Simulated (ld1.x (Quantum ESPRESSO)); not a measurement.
**u(r) = r·R(r): atom against pseudo-atom (magnesium)**

Columns: radius, all-electron u(r) and pseudo u(r) of the 3s shell (level -4.68 eV) of magnesium in the configuration [He] 2s2 2p6 3s2 3p0; revPBE, non-relativistic, PAW scheme, ld1.x (Quantum ESPRESSO) 7.5.

| r (bohr) | all-electron | pseudo |
| --- | --- | --- |
| 0.085 | 0.1151 | -0.1153 |
| 0.170 | 0.0103 | -0.2155 |
| 0.255 | -0.1120 | -0.2883 |
| 0.340 | -0.1959 | -0.3267 |
| 0.425 | -0.2341 | -0.3296 |
| 0.510 | -0.2341 | -0.3014 |
| 0.595 | -0.2063 | -0.2501 |
| 0.680 | -0.1601 | -0.1850 |
| 0.765 | -0.1030 | -0.1144 |
| 0.850 | -0.0403 | -0.0439 |
| 0.935 | 0.0243 | 0.0237 |
| 1.020 | 0.0881 | 0.0881 |
| 1.105 | 0.1494 | 0.1494 |
| 1.190 | 0.2071 | 0.2071 |
| 1.275 | 0.2606 | 0.2606 |
| 1.360 | 0.3096 | 0.3096 |
| 1.445 | 0.3540 | 0.3540 |
| 1.530 | 0.3938 | 0.3938 |
| 1.615 | 0.4291 | 0.4291 |
| 1.700 | 0.4604 | 0.4604 |
| 1.785 | 0.4878 | 0.4878 |
| 1.870 | 0.5117 | 0.5117 |
| 1.955 | 0.5324 | 0.5324 |
| 2.040 | 0.5500 | 0.5500 |
| 2.125 | 0.5646 | 0.5646 |
| 2.210 | 0.5763 | 0.5763 |

How many radial nodes do the two functions have?

The all-electron 3s function has n − l − 1 = 2; the pseudo-wave has 1, since 1 lower shell of the same l stays in the valence.

At about which radius was the pseudo-wave matched?

1.10 bohr, where the columns begin to agree (steps of 0.09 bohr).

Is the pseudo-wave norm-conserving?

No, it belongs to a PAW set: the norm inside the radius is not constrained, and the difference is carried by the augmentation charge.
